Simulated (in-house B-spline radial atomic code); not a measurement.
The numbers below are computed, except where a source is named.
Br in an electron gas of r_s = 1.5: phase shifts, screening and friction

A nucleus sits in a uniform electron gas with a rigid positive background. The Kohn-Sham equations are solved self-consistently in the spin-unpolarised LDA (PW92), non-relativistic, on B-splines with outgoing waves at the boundary and partial waves to l = 8. The model has no lattice, no bands and no magnetic solution. Atomic units; δ_l are the phase shifts at the Fermi level, counted so that each bound state adds π, and good to about 0.0005.

The density parameter is r_s = 1.5 bohr.

```tsv
l	δ_l (rad)
0	10.1839
1	7.7284
2	3.9450
3	0.1900
4	0.0418
5	0.0111
6	0.0031
7	0.0010
8	0.0003
```

Bound levels below the band bottom (hartree): p -55.03, s -7.844, p -5.734, d -1.958, s -0.3026 and deeper ones.

Q: Check the Friedel sum rule, and say where the screening charge sits.

A: k_F = (9π/4)^(1/3)/r_s = 1.27944. The rule is Z = (2/π) Σ (2l + 1) δ_l. The terms are s 6.483, p 14.760, d 12.557, f 0.847 and 0.356 beyond, in all 35.003 against Z = 35. Bound states hold 8 s, 12 p, 10 d electrons, so the scattering states carry 5.00 in all; where a term is smaller than its bound count, the bound level has drawn weight out of the band.

Q: Find the transport cross section and the electronic stopping of a 1 keV Br ion (mass 79.9 u).

A: σ_tr = (4π/k_F²) Σ (l + 1) sin²(δ_l − δ_(l+1)). The terms for l = 0 to 3 are 0.4013, 0.7167, 0.9941, 0.0872, all together 2.2046, so σ_tr = 7.677 × 2.2046 = 16.924 bohr². With n = 3/(4π r_s³) = 0.07074, the friction coefficient is Q = n k_F σ_tr = 1.5316. For v well below v_F = 1.279, dE/dx = Q v; with 24801 eV per u at v = 1, v = √(1000/(24801 × 79.9)) = 0.0225, so dE/dx = 0.03441 hartree/bohr = 17.7 eV/nm. The largest term couples the d and f waves.
